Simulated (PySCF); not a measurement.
Input of a run (PBE0-D3(BJ)/def2-SVP geometry optimisation, gas phase (PySCF 2.14.0)), started from GFN2-xTB:
```
{"job": {"xc": "PBE0", "basis": "def2-SVP", "d3": "d3bj", "grid": 1, "maxiter": 30, "shake": 0.01, "kind": "geom"}, "charge": 0, "multiplicity": 1}
C     -0.865740     1.623360    -0.406920
Ge     0.121930     0.114490     0.363480
C      1.737100    -0.319040    -0.704210
C     -0.995150    -1.475970     0.651390
Cl     0.798950     0.739710     2.279490
H     -1.263170     1.402800    -1.401480
H     -1.721280     1.903900     0.221940
H     -0.230000     2.527440    -0.501020
H      2.321930    -1.102020    -0.192620
H      1.484570    -0.649640    -1.683610
H      2.388430     0.553730    -0.773900
H     -1.404480    -1.848350    -0.284330
H     -1.899530    -1.215540     1.282270
H     -0.480720    -2.269940     1.141750
```

Output (energies in Eh, forces in Eh/bohr):
```
step   0  E = -2655.96475183  max force = 0.033153
step   1  E = -2655.96833431  max force = 0.011950
step   2  E = -2655.96948639  max force = 0.004658
step   3  E = -2655.96988114  max force = 0.002060
step   4  E = -2655.97000938  max force = 0.002085
step   5  E = -2655.97005033  max force = 0.000947
step   6  E = -2655.97005642  max force = 0.000357
optimisation converged
```

Task: Summarise the run.

Result: The energy falls by 0.144 eV over 7 energy and gradient evaluations, the largest force component goes from 0.0332 to 3.6e-04 Eh/bohr, and the atoms move by 0.048 Å rms after alignment. The bond that changes most is Ge2–Cl5 (ends: germanium bonded to 3 C and Cl; chlorine bonded to Ge), which lengthens by 0.062 Å. Bonds longer at the end by more than 0.005 Å: 6 of 13; shorter: 5. Among the angles that change most is H12–C4–H13, from 104.9° to 108.7°. The energy never rose by more than 1e-6 Eh on the way. The first step brought 68 % of the lowering.

Task: What are the final bond lengths?

Result: C1–Ge2 1.943 Å, Ge2–C3 1.944 Å, Ge2–C4 1.943 Å, Ge2–Cl5 2.188 Å, C1–H6 1.101 Å, C1–H7 1.099 Å, C1–H8 1.099 Å, C3–H9 1.099 Å, C3–H10 1.101 Å, C3–H11 1.099 Å, C4–H12 1.101 Å, C4–H13 1.099 Å, C4–H14 1.100 Å. Numbering counts from 1 in the input's order; the species is `[CH3][Ge]([CH3])([CH3])[Cl]`.

The run used 137 basis functions and 43 SCF cycles in all. Time: 77 s of wall time; peak memory 0.55 GiB. Hardware: one thread, Intel Xeon Platinum 8259CL at 2.50 GHz (x86_64), no GPU, shared host with 96 logical CPUs at a one-minute load of 49.

Not checked by PBE0-D3(BJ)/def2-SVP frequencies.
